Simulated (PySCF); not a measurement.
Input file for PySCF: D3(BJ) and D4 dispersion corrections on CH3BrSn (SMILES [CH3][Sn][Br]), a point of a torsion scan.

```python
from pyscf import gto
from pyscf.dispersion import dftd3, dftd4

mol = gto.M(
    atom='''
    C    -0.72985802   -0.01365634   -0.01748966
    Sn    1.09964953    1.32515182    0.01390614
    Br    2.68101464   -0.37918774   -0.97534609
    H    -0.91099777   -0.43822481    0.97467073
    H    -1.63663884    0.53129124   -0.29254953
    H    -0.62705194   -0.85070544   -0.71104196
    ''',
    basis='def2-svp',
    charge=0, spin=0, verbose=0, max_memory=1800)
d3, d4 = {}, {}
for xc in ['hf', 'pbe', 'blyp', 'revpbe', 'tpss', 'r2scan', 'b3lyp', 'pbe0', 'bhlyp', 'camb3lyp', 'b2plyp']:
    d3[xc] = float(dftd3.DFTD3Dispersion(mol, xc=xc, version='d3bj', atm=False).get_dispersion()['energy'])
    print(f'D3(BJ) {xc:10s} {d3[xc]:14.8f} Eh')
for xc in ['hf', 'pbe', 'blyp', 'revpbe', 'tpss', 'r2scan', 'b3lyp', 'pbe0', 'bhlyp', 'camb3lyp', 'b2plyp']:
    d4[xc] = float(dftd4.DFTD4Dispersion(mol, xc={'camb3lyp': 'cam-b3lyp'}.get(xc, xc), atm=True).get_dispersion()['energy'])
    print(f'D4     {xc:10s} {d4[xc]:14.8f} Eh')
```

It printed:

```
D3(BJ) hf            -0.04059988 Eh
D3(BJ) pbe           -0.00495734 Eh
D3(BJ) blyp          -0.01173358 Eh
D3(BJ) revpbe        -0.01152082 Eh
D3(BJ) tpss          -0.00660740 Eh
D3(BJ) r2scan        -0.00135876 Eh
D3(BJ) b3lyp         -0.00990420 Eh
D3(BJ) pbe0          -0.00466356 Eh
D3(BJ) bhlyp         -0.00909910 Eh
D3(BJ) camb3lyp      -0.00490850 Eh
D3(BJ) b2plyp        -0.00535771 Eh
D4     hf            -0.01597760 Eh
D4     pbe           -0.00504014 Eh
D4     blyp          -0.01072629 Eh
D4     revpbe        -0.01247587 Eh
D4     tpss          -0.00672055 Eh
D4     r2scan        -0.00107727 Eh
D4     b3lyp         -0.00832835 Eh
D4     pbe0          -0.00429189 Eh
D4     bhlyp         -0.00789231 Eh
D4     camb3lyp      -0.00449458 Eh
D4     b2plyp        -0.00345712 Eh
```

The run finished.

Cost: about 0.03 core-seconds (a rough figure).
